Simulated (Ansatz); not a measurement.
Consider the redistribution: `[SiH3][CH2][SnH2][Cl]` + `[CH3][Sn]([F])([F])[Cl]` → `[CH3][SnH2][CH2][SiH3]` + `[F][Sn]([F])([Cl])[Cl]`.

Isolated molecules relaxed with PBE0-D4/def2-TZVP in Ansatz; ΔE leaves out vibrations. CBS: MP2 limit from def2 TZ/QZ plus the TZ coupled-cluster correction, frozen cores. Functionals use def2-TZVPP. B3LYP here is the variant with VWN-RPA as its local correlation; programs differ in this. def2 core potentials past Kr. For Sn outer-core shells are correlated without core-valence functions, which leaves a few kJ/mol of doubt a bond. One conformer a species, not always the lowest.

```tsv
level	ΔE (eV)
PBE	0.53
PBE0	0.54
B3LYP	0.57
CCSD/def2-TZVPP	0.52
```

(1) What does CCSD(T)/CBS give? (An estimate is asked.)

Largest T1 diagnostic among the species: 0.013.

Results:

(1) The calculation gave: +0.53 eV. The listed levels differ from it by 0.00, 0.01, 0.04, -0.01 eV.

In def2-TZVPP, CCSD(T) changes the Hartree–Fock value by −0.09 eV (the triples alone add −0.02 eV) and MP2 by −0.07 eV.
